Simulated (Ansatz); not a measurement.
CH6F2Si2 can be A, `FC[SiH](F)[SiH3]`, or B, `F[SiH2]C[SiH2]F`.

Program: Ansatz. Geometries: PBE0-D4/def2-TZVP. ΔE: electronic, gas phase. CCSD(T)/CBS adds triple-zeta CCSD(T) − MP2 to the extrapolated MP2 energy (def2 sets, frozen cores). Functionals use def2-TZVPP. B3LYP here is the variant with VWN-RPA as its local correlation; programs differ in this. One conformer a species, not always the lowest.

A:

Z-matrix (Å, degrees):
```
C
Si 1 1.894
F 1 1.394 2 108.0
H 1 1.095 2 111.7 3 119.2
H 1 1.095 2 112.2 3 -119.3
Si 2 2.344 1 111.1 3 -54.3
F 2 1.609 1 106.5 3 -174.4
H 2 1.487 1 109.5 3 69.5
H 6 1.486 2 109.3 1 67.6
H 6 1.487 2 110.1 1 -52.4
H 6 1.487 2 109.9 1 -172.6
```

B:

```xyz
11

F     2.6656    1.0366   -0.5753
Si    1.0719    0.9532   -0.7131
C     0.4383   -0.3878    0.4025
Si   -1.3964   -0.6663    0.4152
F    -1.7358   -1.8581    1.4301
H     0.7627    0.6601   -2.1337
H     0.5221    2.2759   -0.3287
H     0.7546   -0.1564    1.4265
H     0.9234   -1.3279    0.1141
H    -1.8875   -1.0692   -0.9249
H    -2.1190    0.5398    0.8873
```

(1) Which isomer does CCSD(T)/CBS put lower? Give the gap. (An estimate is asked.)

(2) Give E(B) − E(A) in kcal/mol with MP2/def2-TZVPP, PBE0-D4, PBE-D4, B3LYP, HF/def2-TZVPP, r2SCAN-D4, CCSD(T)/def2-SVP. (Best estimate.)

(3) Does the order hold for the free energy at 298.15 K (harmonic terms from PBE0-D4)? (Estimate.)

Largest T1 diagnostic: 0.012.

Answers

(1) Ansatz gave: B, by 64.7 kcal/mol.

(2) Computed: MP2/def2-TZVPP -68.4, PBE0-D4 -59.1, PBE-D4 -56.0, B3LYP -60.3, HF/def2-TZVPP -65.1, r2SCAN-D4 -61.9, CCSD(T)/def2-SVP -57.4. None reverses the order clearly.

(3) Ansatz gave: Yes: G(B) − G(A) = -63.6 kcal/mol, for one conformer each. Modes under 60 cm⁻¹, often nearly free rotors, make the harmonic entropy too high.

Leaving LDA and LC-ωPBE aside and taking each functional with its dispersion term where it has one, the values, not all of them listed here, spread over 8.5 kcal/mol, from PBE-QIDH to revPBE-D4. LDA lies −1.7 kcal/mol from PBE without D4. From r2SCAN to r2SCAN0 (25 % exact exchange), in def2-TZVPP and without D4, E(B) − E(A) moves by −1.6 kcal/mol.
